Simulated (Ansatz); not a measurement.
`C[SiH](Cl)[NH][AlH2]`, charge 0, multiplicity 1.

Task: Give a relaxed structure at PBE0-D4/def2-TZVP (Ansatz 0.2.0). (An estimate is asked.)

Result: Ansatz gave: 
Z-matrix (Å, degrees):
```
C
Si 1 1.856
H 1 1.093 2 110.7
H 1 1.092 2 110.7 3 119.6
H 1 1.093 2 110.4 3 -120.1
Cl 2 2.076 1 106.5 3 -62.7
N 2 1.713 1 113.0 3 59.5
H 2 1.481 1 112.7 3 -178.9
Al 7 1.787 2 128.7 1 138.0
H 7 1.013 2 114.8 1 -47.1
H 9 1.582 7 117.3 2 177.4
H 9 1.579 7 117.9 2 -3.6
```
This is one stationary point; other conformers may exist.
